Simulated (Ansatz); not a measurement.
`C[CH2][AlH][AlH2]`, relaxed with RKS PBE-D4/def2-SVP in the Gaussian-basis code of Ansatz from a rough embedded geometry. The force threshold is 0.03 eV/Å; the program also tests the step.

Total charge 0; spin multiplicity 1.

Start:

```xyz
12

C    -0.892   -1.124    0.885
C     0.504   -0.689    1.008
Al    0.721    1.075    0.119
Al    0.212    1.418   -2.229
H    -1.638   -0.454    1.375
H    -1.038   -2.173    1.396
H    -1.208   -1.264   -0.161
H     0.771   -0.570    2.114
H     1.215   -1.432    0.553
H     1.258    2.341    1.008
H    -0.294    0.085   -3.109
H     0.391    2.787   -2.959
```

| step | energy (eV) | largest force (eV/Å) | largest move (Å) |
| --- | --- | --- | --- |
| 1 | -15380.3337 | 2.476 | 0.000 |
| 2 | -15380.6742 | 1.010 | 0.195 |
| 3 | -15380.7023 | 0.232 | 0.062 |
| 4 | -15380.7096 | 0.126 | 0.192 |
| 5 | -15380.7149 | 0.143 | 0.131 |
| 6 | -15380.7199 | 0.141 | 0.073 |
| 7 | -15380.7266 | 0.238 | 0.165 |
| 8 | -15380.7339 | 0.195 | 0.117 |
| 9 | -15380.7440 | 0.221 | 0.192 |
| 10 | -15380.7543 | 0.279 | 0.195 |
| 11 | -15380.7685 | 0.239 | 0.137 |
| 12 | -15380.7916 | 0.054 | 0.200 |
| 13 | -15380.8014 | 0.145 | 0.196 |
| 14 | -15380.8031 | 0.266 | 0.195 |
| 15 | -15380.8100 | 0.128 | 0.061 |
| 16 | -15380.8142 | 0.091 | 0.200 |
| 17 (rejected) | -15380.7211 | 0.851 | 0.091 |
| 18 | -15380.8166 | 0.031 | 0.046 |
| 19 | -15380.8176 | 0.008 | 0.049 |
| 20 | -15380.8179 | 0.016 | 0.053 |
| 21 (rejected) | -15380.8177 | 0.040 | 0.033 |
| 22 | -15380.8180 | 0.009 | 0.016 |

End:

```xyz
12

C    -0.937   -1.204    0.797
C     0.363   -0.517    1.238
Al    1.136    0.863    0.036
Al    0.051    1.451   -2.252
H    -1.767   -0.475    0.672
H    -1.288   -1.967    1.524
H    -0.819   -1.723   -0.179
H     0.239   -0.035    2.237
H     1.172   -1.268    1.405
H     2.480    1.596    0.553
H     0.436    0.675   -3.614
H    -1.067    2.604   -2.417
```

Run time 45 s (2 threads of an Arm Neoverse V1 on a shared host); peak host memory 0.14 GiB.
